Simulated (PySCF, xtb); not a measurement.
F2H2OSSi, SMILES F[Si](F)(O)S.

GFN2-xTB (xtb) at its own geometry gives an orbital gap of 5.45 eV and a dipole moment of 3.42 D.

Geometry: PBE0-D3(BJ)/def2-SVP. One conformer was computed; it need not be the lowest.

Q: What does B3LYP/def2-TZVP run with PySCF give? (Estimate from the structure and the level; the computed values follow.)

A: gap 7.74 eV (levels -7.98 and -0.24 eV), dipole 1.98 D.
